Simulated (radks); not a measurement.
Question: These are the eigenvalues of the occupied orbitals of an atom or ion with whole-number occupations (eV). All-electron calculation, scalar-relativistic Kohn-Sham, OLYP, spin-unpolarised, spherical densities, point nucleus. Program: a radial shooting solver on a logarithmic mesh with Libxc functionals.

orbital  eigenvalue
1s        -23069.08
2s        -3374.577
2p        -3028.160
3s        -629.2886
3p        -515.3372
3d        -333.3372
4s        -111.5984
4p         -78.9464
4d         -31.9038
5p         -15.4078

Which element is it, and in what charge state? The configuration may be excited.

Answer: Z = 45, rhodium, charge +2: Rh2+ in [Ar] 3d10 4s1 4p6 4d7 5p1. The list shows which subshells hold electrons but not how many an open one holds; the 1s level, -847.77 hartree, gives Z - s = 41.2 by -(Z - s)^2/2, which with screening and relativity narrows Z to a few neighbours, and the depths of the outer levels then fix element, charge and occupations together.
